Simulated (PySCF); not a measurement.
HSSi, SMILES [Si]=[SH+] (connectivity only; charge and spin as stated), charge +1, multiplicity 1. Geometry: PBE0-D3(BJ)/def2-TZVP. The isomer is the one that the SMILES or the coordinates give; other isomers of the formula were not compared.

TDDFT-B3LYP/def2-TZVPD in PySCF puts the lowest singlet excitations at 3.63, 3.87, 4.54, 5.13, 7.10, 7.18 eV and the lowest triplet (TDA) at 2.66 eV.

Problem. What are the lowest singlet roots from EOM-CCSD/aug-cc-pVDZ in PySCF? (The exact figures need the calculation; the answer reports its results.)

Solution. 3.94, 4.03, 4.74, 5.28, 7.52, 7.70 eV; triplets 2.74, 3.44, 3.79 eV. S1 differs by 0.32 eV (second minus first; roots are paired by order, and the bases may differ).
